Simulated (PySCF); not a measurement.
# Multinuclear NMR of C₄H₄O₃

Molfile (atoms numbered from 1):
```
C4H4O3
     RDKit          3D

 11 11  0  0  0  0  0  0  0  0999 V2000
   -2.1178   -1.4615   -2.3202 O   0  0  0  0  0  0  0  0  0  0  0  0
   -1.3091   -1.1011   -1.5326 C   0  0  0  0  0  0  0  0  0  0  0  0
   -1.2626    0.1838   -0.7425 C   0  0  0  0  0  0  0  0  0  0  0  0
    0.0005    0.0761    0.0905 C   0  0  0  0  0  0  0  0  0  0  0  0
    0.5872   -1.2643   -0.2778 C   0  0  0  0  0  0  0  0  0  0  0  0
    1.5751   -1.7800    0.1245 O   0  0  0  0  0  0  0  0  0  0  0  0
   -0.2178   -1.8764   -1.2126 O   0  0  0  0  0  0  0  0  0  0  0  0
   -2.1785    0.2585   -0.1548 H   0  0  0  0  0  0  0  0  0  0  0  0
   -1.2635    1.0189   -1.4442 H   0  0  0  0  0  0  0  0  0  0  0  0
    0.7427    0.8459   -0.1252 H   0  0  0  0  0  0  0  0  0  0  0  0
   -0.1727    0.0914    1.1672 H   0  0  0  0  0  0  0  0  0  0  0  0
  1  2  2  0
  2  3  1  0
  3  4  1  0
  4  5  1  0
  5  6  2  0
  5  7  1  0
  7  2  1  0
  3  8  1  0
  3  9  1  0
  4 10  1  0
  4 11  1  0
M  END
```

Non-relativistic Hamiltonian, no solvent model, fast rotation and ring inversion assumed for equivalent nuclei, one computed conformer. Shielding tensors at B97-2/pcSseg-2 (GIAO); coordinates at the PBE0-D3(BJ)/def2-TZVP level; PySCF 2.14.

Predict the ¹⁷O NMR data.

Results:


| atoms | environment | σ (ppm) | δ (ppm) |
| --- | --- | --- | --- |
| O1/O6 | ester carbonyl oxygen | -117.1 | 384.9 |
| O7 | ester alkoxy oxygen | -30.0 | 302.4 |

Shieldings were converted by a linear fit to measured shifts: ¹⁷O (scatter 12.2 ppm rms vs liquid water, solution or neat liquid). Occasional misses reach two or three times the rms, and more in compound classes unlike the fitted ones.

On a 600 MHz spectrometer ¹⁷O resonates near 81.3 MHz, so 1 ppm is 81.3 Hz.
